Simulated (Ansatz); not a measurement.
A structure relaxed at PBE0-D4/def2-SVP in Ansatz, charge 0, singlet:

```xyz
6

Os    0.288   -0.157   -0.312
O     1.785    0.634   -0.149
O     0.511   -1.832   -0.108
O    -0.339    0.142   -1.865
N    -0.802    0.422    0.870
H    -1.443    0.792    1.563
```

Give its formula, name or SMILES.

OsO3(NH) (OsNO3H).

Summarise the bond lengths by kind (pairs closer than 1.2 times the sum of covalent radii, bridged metal pairs left out).

3 × O–Os 1.70 Å; 1 × N–Os 1.71 Å; 1 × H–N 1.01 Å. The metal has 4 neighbours: O 1.70 Å, O 1.70 Å, O 1.70 Å, N 1.71 Å.

In the def2 sets Os takes a core potential; there is no spin–orbit coupling. The restricted singlet is unstable towards broken spin symmetry in Hartree–Fock (as tested in another run); at PBE0-D4/def2-SVP this wasn't settled.
